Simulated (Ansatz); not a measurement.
**Abstraction of F: SiH3F + C2H3Si → SiH3 + C2H3FSi**

Species: SiH3F `F[SiH3]`, singlet; C2H3Si `C#C[SiH2]`, doublet; SiH3 (silyl radical) `[SiH3]`, doublet; C2H3FSi `C#C[SiH2]F`, singlet. A radical takes F: the energy is the difference in strength between two Si–F bonds in different surroundings.

Shapes, held fixed at every level: PBE0-D4/def2-TZVP. Programs: Ansatz 0.2.0. The zero-point and thermal change to 298 K, harmonic and unscaled (PBE0-D4/def2-TZVP), is -1.0 kJ/mol.

| level | kind | ΔH(298 K) (kJ/mol) | less CCSD(T)/CBS estimate | CPU time (sum over the molecules) |
| --- | --- | --- | --- | --- |
| MP2/def2-SVP | perturbation theory | -24.8 | -19.4 | – |
| SPW92/def2-TZVPP | LDA | +2.1 | +7.5 | 8 s |
| PBE-D4/def2-TZVPP | GGA | +1.1 | +6.5 | 13 s |
| PBE0-D4/def2-TZVPP | global hybrid | -1.3 | +4.1 | 14 s |
| wB97M-V/def2-TZVPP | range-separated hybrid | -3.6 | +1.8 | 57 s |
| CCSD/def2-TZVPP | coupled cluster or CI | -6.2 | -0.8 | – |
| CCSD(T)/CBS estimate | coupled cluster or CI | -5.4 | 0.0 | 4.7 min |

The highest level, CCSD(T)/CBS estimate, gives ΔH(298 K) = -5.4 kJ/mol; the levels span -24.8 to +2.1. They disagree on the sign: 2 of 7 are positive. The column of differences is taken from that level and isn't an error. No measured value is set beside it here. Spin contamination: C2H3Si (⟨S²⟩ up to 0.85). Open shells run unrestricted. The CBS estimate extrapolates MP2 from def2-TZVPP and def2-QZVPP and adds CCSD(T) − MP2 in the triple-zeta set, cores frozen. Times are processor times on shared x86 and Arm servers, and rough.
